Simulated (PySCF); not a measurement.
The same groups moved round the core (benzothiophene cyano+boryl). Gas-phase values, no solvent. One relaxed conformer stands for each flexible species; it need not be the lowest. Strings in code marks are SMILES.

Level of theory: PBE-D3(BJ)/def2-TZVP // r2SCAN-D4/def2-SVP in PySCF. All candidates: neutral, multiplicity 1. Excitations are Tamm–Dancoff values on a coarser integration grid. The basis has no diffuse functions, so Rydberg states are missing or too high.

| Item | Result |
|---|---|
| HOMO | -6.26 eV |
| brightest of the four lowest singlets (TDA) | 3.83 eV |
| S1 excitation (TDA) | 3.15 eV |

Say which member has these values.
A) `Bc1cc2ccc(C#N)cc2s1`
B) `Bc1ccc(C#N)c2ccsc12`
C) `Bc1c(C#N)ccc2sccc12`
D) `Bc1cc(C#N)c2sccc2c1`

A, `Bc1cc2ccc(C#N)cc2s1`. The others give `Bc1ccc(C#N)c2ccsc12`: -6.17 eV, 4.43 eV, 2.81 eV; `Bc1c(C#N)ccc2sccc12`: -6.23 eV, 3.45 eV, 3.01 eV; `Bc1cc(C#N)c2sccc2c1`: -6.23 eV, 4.42 eV, 3.28 eV
